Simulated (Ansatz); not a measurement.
```yaml
crystal:
  periodic: [false, false, false]
  atoms:
    - {symbol: O, position_ang: [1.272848, 1.503663, -0.774340]}
    - {symbol: C, position_ang: [0.941960, 0.760885, -1.723169]}
    - {symbol: Al, position_ang: [0.929392, -0.314784, -0.107610]}
    - {symbol: Si, position_ang: [-1.198553, -0.498592, 1.078493]}
    - {symbol: D, position_ang: [0.904350, 1.217000, -2.727515]}
    - {symbol: H, position_ang: [2.278953, -1.074468, 0.214137]}
    - {symbol: H, position_ang: [-1.048393, -0.292082, 2.547837]}
    - {symbol: H, position_ang: [-1.803359, -1.849584, 0.889966]}
    - {symbol: H, position_ang: [-2.188699, 0.501662, 0.585104]}
basis:
  gaussian: {orbitals: STO-3G}
total_charge: 1
magnetization: {spin_polarized: true, initial_magnetization: 1}
hamiltonian: {xc: {name: PBEsol}}
accuracy: high
output: {forces: true}
```

```sh
$ ansatz run in.yaml --threads 2 --pin off --events-out ev --progress --plain --max-ram 4352MiB
```

It prints (some lines left out):

```
Error: YAML parse error: error: line 8 column 16: `D` is not an element symbol (H … Og, case-exact)
 6 |     - {symbol: Al, position_ang: [0.929392, -0.314784, -0.107610]}
 7 |     - {symbol: Si, position_ang: [-1.198553, -0.498592, 1.078493]}
 8 |     - {symbol: D, position_ang: [0.904350, 1.217000, -2.727515]}
 9 |     - {symbol: H, position_ang: [2.278953, -1.074468, 0.214137]}
10 |     - {symbol: H, position_ang: [-1.048393, -0.292082, 2.547837]}
```

In this input an element symbol is wrong. The program refused the input.
